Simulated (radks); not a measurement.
Neutral antimony inside a hard spherical wall (all orbitals vanish at R), configuration held at [Kr] 4d10 5s2 5p3 and not refilled when levels cross. Method: scalar-relativistic Kohn-Sham, LDA (Slater exchange, Perdew-Wang correlation), spin-polarised, spherical densities, finite nucleus; open shells are filled with parallel spins first (spin-orbit coupling, left out, can overturn this in heavy ions); Fermi nuclear charge, rms radius 4.6802 fm; computed with a radial shooting solver on a logarithmic mesh with Libxc functionals. Eigenvalues in eV for spin up, with the zero of energy where the potential of the charges vanishes at infinity; a dash marks a level that is unbound or too diffuse for the functional's potential to be trusted. A positive occupied level is held by the wall or, in an anion where self-interaction has pushed it up, behind a barrier. The pressure on the wall is -dE/dV.

R (bohr),E (hartree),kinetic (hartree),e(4p),e(4d),e(5s),e(5p),"e(6s, empty)","e(5d, empty)",pressure (GPa)
free,-6475.82886,6770.844,-101.44,-33.468,-13.592,-5.520,-0.541,-,0
20,-6475.82886,6770.844,-101.44,-33.468,-13.592,-5.520,-0.534,0.690,< 0.0001
10,-6475.82862,6770.846,-101.42,-33.446,-13.574,-5.503,0.067,1.515,0.00704
8,-6475.82588,6770.870,-101.26,-33.292,-13.453,-5.378,1.289,2.366,0.137
7,-6475.81839,6770.924,-100.97,-33.002,-13.231,-5.132,2.842,3.290,0.629
6,-6475.79167,6771.090,-100.23,-32.283,-12.685,-4.484,6.075,5.053,3.09
5,-6475.69243,6771.611,-98.460,-30.566,-11.326,-2.751,13.340,8.764,16.9
4,-6475.29246,6773.375,-94.276,-26.558,-7.579,2.201,31.416,17.659,112
3,-6473.37218,6780.695,-83.745,-16.579,5.517,19.045,84.491,43.563,1060
2,-6459.14368,6830.186,-46.570,21.328,79.595,106.03,302.11,151.80,22100
1.5,-6417.03222,6961.770,20.224,96.015,258.71,298.90,706.97,357.44,172000
